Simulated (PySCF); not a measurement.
[Y(Cl)(OH)2] (charge 0, multiplicity 1)

Level of theory: PBE-D3(BJ)/def2-TZVP // r2SCAN-D4/def2-SVP in PySCF 2.14.0.

| Quantity | Value |
|---|---|
| HOMO | -6.79 eV |
| dipole moment | 3.58 D |
| LUMO | -2.63 eV |
| HOMO–LUMO gap | 4.16 eV |
| charge on the central atom (Mulliken) | 1.31 e |
| total energy | -650.1415 Ha |
| cost | very roughly 40 core-seconds |

```xyz
6

Y      0.0406     0.0434     0.1379
Cl     0.9631     1.2740     2.1058
O     -0.6951    -1.8155     0.3562
H     -1.0585    -2.7016     0.4019
O      0.0207     0.9031    -1.6800
H     -0.0146     1.2636    -2.5677
```
Charge 0, spin multiplicity 1.
